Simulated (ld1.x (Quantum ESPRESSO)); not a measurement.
# Transferability test, TM potential for gallium (Ga)

| Item | Value |
| --- | --- |
| Element | gallium (Ga) |
| Generator | ld1.x (Quantum ESPRESSO) 7.5 |
| Type | norm-conserving Troullier–Martins (Kleinman–Bylander form) |
| Functional | PBE |
| Relativity | non-relativistic |
| Frozen core | [Ar] |
| Valence charge | 13 |
| Reference configuration | 3d10 4s2 4p1 |
| Partial waves | 4s (bound): rc 1.40 bohr; 4p (bound): rc 2.10 bohr; 3d (bound): rc 1.15 bohr |
| Local potential | the d channel |
| Core correction | none |

Energies are relative to the spin-unpolarised reference configuration 3d10 4s2 4p1; without spin polarisation the order of configurations can differ from experiment. Not all tests gave a result: 1 of 7 tests not solved or not reliable. Left out of the table: 3d9 4s2 4p1 (solver errors, printed error -3.9 eV).

```csv
valence configuration,charge,ΔE all-electron (eV),error AE − PS (meV)
3d10 4s1 4p0,+2,26.484,+25
3d10 4s0 4p0,+3,57.237,+124
3d10 4s0 4p3,0,12.760,+12
3d10 4s1 4p1,+1,12.767,+7.5
```

Q: What are ΔE and the potential's error for 3d10 4s2 4p1.3?

A: ΔE = -0.544 eV all-electron; the error (AE − PS) is 0.0 meV.

Q: What are ΔE and the potential's error for 3d10 4s2 4p0?

A: ΔE = 5.722 eV all-electron; the error (AE − PS) is +0.8 meV.

Levels in the configuration 3d10 4s2 4p0:

```csv
level,all-electron (eV),pseudo (eV)
3d,-28.025,-27.961
4s,-16.039,-16.033
```

Note: ghost states, extra bound levels that the all-electron valence spectrum of the same l lacks: s at -309.1 eV, p at -161.7 eV. A true bound ghost makes a file unfit for plane-wave use.
